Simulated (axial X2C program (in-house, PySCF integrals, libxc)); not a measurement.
**Working with the constants of CuTe**

A bond curve at the CCSD(T) level, two-component, was computed with an axial X2C code built on PySCF integrals (basis Te dyall-cv3z [11s12p8d4f1g], Cu dyall-cv3z [9s9p6d3f2g] (cores contracted in-house)) for the state Ω = 3/2 (⟨Sz⟩ = 0.50, ⟨Lz⟩ = 1.00 at HF). Its fit gives Re = 2.3674 Å, ωe = 248.1 cm⁻¹, ωexe = 0.717 cm⁻¹ and αe = 2.934e-04 cm⁻¹; the masses are 129.9062 and 62.9296 u. Two-component means X2C with spin–orbit coupling and atomic mean-field Coulomb and Gaunt terms.

Correlated methods: 17 electrons correlated (number of frozen shells: Te 4 s, 3 p, 2 d; Cu 3 s, 2 p), 297 virtual spin orbitals or spinors in MP2, 110 natural virtuals in coupled cluster.

Question: Find the reduced mass, Be and the force constant.

Answer: From the CCSD(T) values: μ = 42.3933 u. Be = 16.8576/(μ Re²) = 0.07095 cm⁻¹. k = 5.8918×10⁻⁷ μ ωe² = 1.54 mdyn/Å.

Question: Estimate the centrifugal constant by the Kratzer relation.

Answer: D = 4Be³/ωe² = 2.32e-08 cm⁻¹.

Question: A Morse curve ties αe to the other constants (Pekeris). How well does that hold?

Answer: αe(Morse) = 6Be²/ωe × (√(ωexe/Be) − 1) = 2.653e-04 cm⁻¹; the CCSD(T) curve gives 2.934e-04 cm⁻¹, a ratio of 0.90.

Question: Where do the fundamental and the first overtone lie?

Answer: ν(1←0) = ωe − 2ωexe = 246.7 cm⁻¹; ν(2←0) = 2ωe − 6ωexe = 491.9 cm⁻¹.

The state is a single determinant with fixed occupations, the lowest that a limited PBE0 search found. CCSD and (T) use frozen natural virtuals with an MP2 correction for the truncation; (T) itself is uncorrected, so its De runs slightly low. With the outer-core shells frozen, correlated bond lengths of heavy atoms tend to come out a few hundredths of an ångström too long.
